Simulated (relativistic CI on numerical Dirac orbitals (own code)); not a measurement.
# Lu IV: sensitivity of the levels to the model

Base calculation: Dirac-Coulomb-Breit CI, KLI orbitals optimised for each configuration, model QED (radiative potential, 1s self-energy scaled to tabulated hydrogen-like ionisation energies), valence Slater integrals scaled by 0.85, P86 correlation energy added to each configuration.

CI space (outside the closed core [Kr] 4d10 5s2): 4f¹⁴5p⁶, 4f¹³5p⁶5d, 4f¹³5p⁶6s, 4f¹³5p⁶6p, 4f¹⁴5p⁵5d, 4f¹³5p⁶5f, 4f¹³5p⁶6d, 4f¹³5p⁶7s, 4f¹⁴5p⁵5f, 4f¹³5p⁶7p, 4f¹⁴5p⁵5g, 4f¹³5p⁶5g, 4f¹⁴5p⁵6s, 4f¹³5p⁶7d, 4f¹³5p⁶8s, 4f¹³5p⁶6f, 4f¹³5p⁶8p, 4f¹⁴5p⁵6p, 4f¹⁴5p⁵6d, 4f¹⁴5p⁵7s. Double excitations out of closed p, d and f shells are left out; levels of such configurations are missing from the list, as are those of other unlisted configurations, and high levels can miss mixing partners.

The lowest level and the first level of each name with at least 55 % of one term (blank where a level has no safe partner in the second run):

| Level | Base (cm⁻¹) | Shift (cm⁻¹) |
| --- | --- | --- |
| 4f¹⁴5p⁶ ¹S0 | 0.0 | 0.0 |
| 4f¹³5p⁶5d ³P°2 | 72686.9 | +90.2 |
| 4f¹³5p⁶5d ³H°5 | 77119.5 | +88.8 |
| 4f¹³5p⁶5d ³H°6 | 79738.5 | +88.9 |
| 4f¹³5p⁶5d ³D°3 | 79749.1 | +88.7 |
| 4f¹³5p⁶5d ³P°1 | 80313.3 | +90.1 |
| 4f¹³5p⁶5d ³G°5 | 85614.5 | +89.6 |
| 4f¹³5p⁶5d ³P°0 | 86752.8 | +90.6 |
| 4f¹³5p⁶5d ³H°4 | 88727.9 | +89.2 |
| 4f¹³5p⁶5d ³D°1 | 92225.0 | +89.1 |
| 4f¹³5p⁶5d ³G°3 | 94454.1 | +90.7 |
| 4f¹³5p⁶5d ¹P°1 | 97598.1 | +92.9 |
| 4f¹³5p⁶6s ³F°4 | 103124.8 | +564.5 |
| 4f¹³5p⁶6s ³F°2 | 114787.4 | +564.5 |
| 4f¹³5p⁶6p ³D3 | 149020.5 | +1869.4 |
| 4f¹³5p⁶6p ³G5 | 156894.1 | +1869.0 |
| 4f¹³5p⁶6p ³F4 | 158652.9 | +1869.5 |
| 4f¹³5p⁶6p ³G3 | 160903.7 | +1869.4 |
| 4f¹³5p⁶6p ³D1 | 167771.3 | +1869.1 |
| 4f¹³5p⁶6p ³F2 | 169613.3 | +1869.5 |
| 4f¹³5p⁶6d ³P°2 | 216967.9 | +4427.2 |
| 4f¹³5p⁶6d ³H°6 | 218665.6 | +4438.1 |

For a near-neutral ion this model can misplace configurations by up to about 10,000 cm⁻¹ (more where the count of f electrons changes) and terms by 10 to 25 % of their spread. Rates follow the energies as ν³ (E1, M1) or ν⁵ (E2), so they and the lifetimes can be off by large factors. The fine structure of a lone outer electron comes out too small, for d and f at times inverted, and misplaced configurations move strength between like terms. 36 of the 47 excited levels that our extract of the measured tables holds in this range could be paired (the sources list more); they are missed by 17003 cm⁻¹ on average and 19171 at most, and levels without a partner can miss by more.

Problem. One thing was changed in a second run, which moved the levels as shown. Which?
A. QED terms removed
B. Breit term removed
C. self-excluded LDA correlation estimate
D. only the first 3 configurations
E. configuration mixing switched off
F. valence Slater integrals scaled by 0.75

Solution. C. Self-excluded LDA correlation estimate. A correlation estimate moves all levels of a configuration together before mixing; mixed levels move by a weighted share.

LS names give the leading component of a level, which can be under half, so a name can repeat, a term be missing and a line seem to break the LS rules.
